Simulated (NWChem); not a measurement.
Molecule: CH6OSiTe; SMILES CO[Te][SiH3]

```xyz
10

Te     0.6904     0.0429    -0.0169
O     -0.6907     1.3713     0.6191
C     -1.3889     2.0715    -0.3751
H     -1.9822     1.4114    -1.0365
H     -2.0878     2.7457     0.1482
H     -0.7316     2.6904    -1.0142
Si    -0.9599    -1.8429     0.0063
H     -2.1201    -1.5291    -0.8794
H     -1.4511    -2.1097     1.3890
H     -0.2285    -3.0371    -0.5170
```
Atoms are numbered in this order, from 1.

All runs: NWChem. Medium grid unless said otherwise, to which SCAN and Minnesota functionals are sensitive. Geometry: optimised at PBE0/def2-SVP. No frequency run checked for a minimum. def2 effective core potentials on Te; no spin-orbit coupling. Total energies of different functionals are on different scales.

| level | energy (Ha) | highest occupied level (eV) | orbital gap (eV) | dipole (D) |
|---|---|---|---|---|
| B3LYP/def2-SVP | -674.3547 | -6.08 | 4.06 | 1.37 |
| PBE/def2-SVP | -673.9443 | -5.23 | 2.51 | 1.21 |
| M06-L/def2-SVP | -674.3971 | -5.35 | 2.85 | 1.31 |
| MN15/def2-SVP | -673.3191 | -6.87 | 5.57 | 1.42 |
| BLYP/def2-SVP | -674.1405 | -5.02 | 2.49 | 1.20 |
| CAM-B3LYP/def2-SVP | -674.1879 | -7.54 | 6.84 | 1.49 |
| TPSSh/def2-SVP | -674.1914 | -5.79 | 3.48 | 1.31 |
